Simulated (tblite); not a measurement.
C$_{7}$H$_{9}$O (SMILES C[OH+]c1ccccc1), charge +1, singlet, at a GFN2-xTB geometry; IPEA1-xTB (tblite 0.6.0).

The tblite input:
```
$ tblite run mol.xyz --method ipea1 --charge 1 --spin 0 --json tblite.json --no-restart

# file mol.xyz
17

C      2.68581111     0.47233117    -0.23426577
O      1.70989725     0.21900805     0.81386579
C      0.34471567     0.03250646     0.32907195
C      0.01222459    -1.19816702    -0.20327298
C     -1.28799653    -1.38978475    -0.64407141
C     -2.21537241    -0.36423910    -0.54765958
C     -1.85671093     0.86026071    -0.00676033
C     -0.56031393     1.07014763     0.43843242
H      3.66463036     0.55667222     0.23538758
H      2.67916004    -0.38406176    -0.90637054
H      2.44929023     1.37869168    -0.79224115
H      1.70573102     0.97635760     1.43676038
H      0.74141377    -1.99032729    -0.25934878
H     -1.57168239    -2.34338551    -1.05898733
H     -3.22491764    -0.52078929    -0.89251364
H     -2.58071358     1.65504338     0.07210182
H     -0.27623520     2.02140386     0.86543975
```

Question: Predict the main parts of the log of this tblite run.

Answer: 
```
xTB calculator
 | screened Coulomb repulsion
 | Coulomb electrostatics
 |  * isotropic Klopman-Ohno-Mataga-Nishimoto electrostatics
 |  * onsite third-order electrostatics
 | DFT-D3(BJ) dispersion correction

halogen bonding energy    0.0000000000000E+00 Eh
repulsion energy          5.1029851041195E-01 Eh
dispersion energy        -7.3275744954121E-03 Eh
number of electrons       4.2000000000000E+01 e
integral cutoff           4.0000000000000E+01 bohr

------------------------------------------------------------
  cycle        total energy    energy error   density error
------------------------------------------------------------
      1     -26.18485029747  -2.6687821E+01   5.3391586E-01
      2     -26.19940967922  -1.4559382E-02   3.1605319E-01
      3     -25.84080528830   3.5860439E-01   1.9805113E-01
      4     -26.22236575880  -3.8156047E-01   3.5299967E-02
      5     -26.23368735158  -1.1321593E-02   8.7379418E-03
      6     -26.23419401955  -5.0666797E-04   2.4113531E-03
      7     -26.23424320632  -4.9186769E-05   9.6803024E-04
      8     -26.23425116235  -7.9560264E-06   2.1086674E-04
      9     -26.23425150141  -3.3906371E-07   5.8637401E-05
     10     -26.23425150335  -1.9396147E-09   2.9241074E-05
     11     -26.23425150995  -6.5996417E-09   1.1627981E-05
------------------------------------------------------------

electronic energy        -2.6737222445868E+01 Eh
total energy             -2.6234251509952E+01 Eh

Post processing:
 | Mayer-Wiberg bond orders

[Info] JSON dump of results written to 'tblite.json'
```
